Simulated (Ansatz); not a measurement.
C2H6AlB, SMILES `C[B]1[CH2][AlH]1`. Charge 0, multiplicity 1.

```csv
atom,x (Å),y (Å),z (Å)
C1,1.346,-0.583,0.913
B2,0.036,-0.208,0.159
C3,-0.344,0.882,-0.746
Al4,-1.847,-0.530,-0.322
H5,1.699,-1.577,0.623
H6,1.185,-0.617,1.994
H7,2.152,0.131,0.716
H8,-1.309,1.093,-1.257
H9,0.330,1.684,-1.055
H10,-3.249,-0.276,-1.026
```

(1) What are the harmonic wavenumbers in cm⁻¹ at PBE0-D4/def2-TZVP (Ansatz, finite differences of forces, unscaled)? (Estimate.)

(2) Is this a minimum?

(3) Give the ideal-gas thermochemistry at 298.15 K and 1 bar (rigid rotor, harmonic oscillator; point group Cs, symmetry number 1).

## Answers

(1) The calculation gave: 102, 172, 234, 396, 407, 472, 480, 530, 768, 828, 852, 892, 1028, 1300, 1393, 1452, 1460, 1564, 1907, 2911, 3036, 3107, 3112, 3112.

(2) Yes, all 24 modes are real.

(3) Zero-point energy 188.5 kJ/mol; H(298) − E = 207.6 kJ/mol; entropy 319.2 J/(mol·K), of which translation 161.5, rotation 105.4, vibration 52.4; G(298) − E = 112.4 kJ/mol.
